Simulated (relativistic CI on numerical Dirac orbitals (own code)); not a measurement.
# Slater and spin-orbit integrals, Eu

Computed by Dirac-Coulomb-Breit CI, separate exchange-only KLI orbitals for each configuration, QED by a radiative potential, valence Slater integrals scaled by 0.85, P86 correlation energy added to each configuration (own radial code, finite nucleus).

Slater integrals F^k, G^k are unscaled and averaged over j, outside the closed core [Xe]; ζ comes from projecting the Hamiltonian with its Breit term on Σ l·s of the shell.

- 4f⁷6s²: F^2(4f,4f) = 98815, F^4(4f,4f) = 61337, F^6(4f,4f) = 43949, ζ(4f) = 1255.3 cm⁻¹; <r>(4f) = 0.9724, <r^2>(4f) = 1.33 (bohr units).
- 4f⁶6s²8s: F^2(4f,4f) = 108660, F^4(4f,4f) = 67899, F^6(4f,4f) = 48771, ζ(4f) = 1331.2, G^3(4f,8s) = 113.19 cm⁻¹; <r>(4f) = 0.8847, <r^2>(4f) = 1.02, <r>(8s) = 19.81, <r^2>(8s) = 441.2 (bohr units).
- 4f⁵6s²7s²: F^2(4f,4f) = 116890, F^4(4f,4f) = 73450, F^6(4f,4f) = 52875, ζ(4f) = 1433.3 cm⁻¹; <r>(4f) = 0.8291, <r^2>(4f) = 0.8681 (bohr units).

For a near-neutral ion this model can misplace configurations by up to about 10,000 cm⁻¹ (more where the count of f electrons changes) and terms by 10 to 25 % of their spread. Rates follow the energies as ν³ (E1, M1) or ν⁵ (E2), so they and the lifetimes can be off by large factors. The fine structure of a lone outer electron comes out too small, for d and f at times inverted, and misplaced configurations move strength between like terms.

Averages of the first 6 configurations, taken without configuration mixing, which lowers the lowest level and can move excited configurations by several eV; other configurations of the list can lie among them:

| Configuration | Parity | States | Average energy above the lowest level (eV) |
| --- | --- | --- | --- |
| 4f⁷6s² | odd | 3432 | 9.6 |
| 4f⁶6s²8s | even | 6006 | 14.9 |
| 4f⁵6s²7s² | odd | 2002 | 30.5 |
| 4f⁶6s7s² | even | 6006 | 19.8 |
| 4f⁷7s² | odd | 3432 | 18.0 |
| 4f⁹ | odd | 2002 | 27.4 |
